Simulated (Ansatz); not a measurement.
`C=C1O[SiH]1OC` + H₂ → `C=C1O[SiH2]1` + CH₃OH  (hydrogenolysis of the Si–O bond)

Calculated with Ansatz (gas phase, PBE0-D4/def2-TZVP geometries, no zero-point term in ΔE). CCSD(T)/CBS adds triple-zeta CCSD(T) − MP2 to the extrapolated MP2 energy (def2 sets, frozen cores). This one scheme is used for every species. Functionals use def2-TZVPP. B3LYP here is the variant with VWN-RPA as its local correlation; programs differ in this. HSE06 is defined as in plane-wave codes. One conformer a species, not always the lowest.

| level | ΔE (kcal/mol) | difference from CCSD(T)/CBS |
| --- | --- | --- |
| LDA (SPW92) | 21.1 | -0.9 |
| PBE-D4 | 20.2 | -1.8 |
| BLYP-D4 | 22.5 | 0.5 |
| r2SCAN-D4 | 22.8 | 0.8 |
| B97M-V | 22.3 | 0.3 |
| PBE0-D4 | 20.2 | -1.8 |
| B3LYP-D4 | 22.2 | 0.2 |
| r2SCANh-D4 | 22.6 | 0.6 |
| r2SCAN0-D4 | 22.3 | 0.3 |
| HSE06-D4 | 20.1 | -1.9 |
| BHLYP-D4 | 22.5 | 0.5 |
| CAM-B3LYP-D4 | 22.4 | 0.4 |
| ωB97X-V | 21.5 | -0.5 |
| ωB97M-V | 22.1 | 0.1 |
| B2PLYP | 21.6 | -0.4 |
| PBE-QIDH | 21.1 | -0.9 |
| PBE | 18.8 | -3.2 |
| revPBE | 17.7 | -4.3 |
| BLYP | 19.7 | -2.3 |
| r2SCAN | 22.4 | 0.4 |
| PBE0 | 19.0 | -3.0 |
| B3LYP | 20.0 | -2.0 |
| r2SCANh | 22.2 | 0.2 |
| r2SCAN0 | 21.8 | -0.2 |
| HSE06 | 19.0 | -3.0 |
| BHLYP | 20.7 | -1.3 |
| CAM-B3LYP | 21.1 | -0.9 |
| RPA@PBE/def2-TZVPP | 20.9 | -1.1 |
| HF/def2-SVP | 15.2 | -6.8 |
| MP2/def2-SVP | 19.4 | -2.6 |
| CCSD/def2-SVP | 16.8 | -5.2 |
| CCSD(T)/def2-SVP | 17.4 | -4.6 |
| HF/def2-TZVPP | 19.7 | -2.3 |
| SCS-MP2/def2-TZVPP | 22.4 | 0.4 |
| CCSD/def2-TZVPP | 21.1 | -0.9 |
| HF/def2-QZVPP | 19.9 | -2.1 |
| MP2/def2-QZVPP | 23.6 | 1.6 |
| SCS-MP2/def2-QZVPP | 22.7 | 0.7 |
| HF/CBS(def2) | 20.0 | -2.0 |
| CCSD/CBS(def2) | 21.3 | -0.7 |
| CCSD(T)/CBS | 22.0 | 0 |

Largest T1 diagnostic among the species: 0.016.

At CCSD(T), def2-SVP lies −4.6 kcal/mol from the extrapolated value and def2-TZVPP −0.2 kcal/mol. In def2-TZVPP, CCSD(T) changes the Hartree–Fock value by +2.1 kcal/mol (the triples alone add +0.7 kcal/mol) and MP2 by +3.7 kcal/mol. Leaving LDA and LC-ωPBE aside and taking each functional with its dispersion term where it has one, the values spread over 2.7 kcal/mol, from HSE06-D4 to r2SCAN-D4. LDA lies +2.3 kcal/mol from PBE without D4.

CCSD(T)/CBS has its own doubt, a few kJ/mol and more with outer-core shells, so smaller differences from it don't rank the levels.
